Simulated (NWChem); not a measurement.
Basis-set dependence for F$_{3}$S (+1)

```
S
F 1 1.5312
F 1 1.5312 2 99.39
F 1 1.5312 2 99.39 3 101.24
```
Charge +1, spin multiplicity 1.

Everything below was run with NWChem. All single points use one geometry, from PBE0/def2-SVP, a minimum by its harmonic frequencies.

Hartree-Fock energies in Ha, correlation energies in mHa.

The correlated methods keep 8 core orbitals frozen. The structure started from a generated list of species. Coupled-cluster values serve here as a point of comparison, not as the truth.

| basis | functions | RHF | MP2 | SCS-MP2 | CCSD | CCSD+T(CCSD) | CCSD(T) | CR-CCSD[T] | CR-CCSD(T) | RI-MP2 |
|---|---|---|---|---|---|---|---|---|---|---|
| 3-21G | 40 | -691.76727 | -435.2 | -422.6 | -437.6 | -449.4 | -447.6 | -447.4 | -445.9 | not run |
| cc-pVDZ | 60 | -695.41401 | -703.2 | -676.8 | -712.1 | -732.3 | -729.7 | -727.6 | -725.7 | -703.4 |
| cc-pVTZ | 124 | -695.58713 | -928.0 | -901.1 | not run | not run | not run | not run | not run | -928.1 |

From cc-pVDZ to cc-pVTZ the Hartree-Fock energy moves by -173.1 mHa and the MP2 correlation energy by -224.9 mHa, which is 24 % of its value in the larger set.
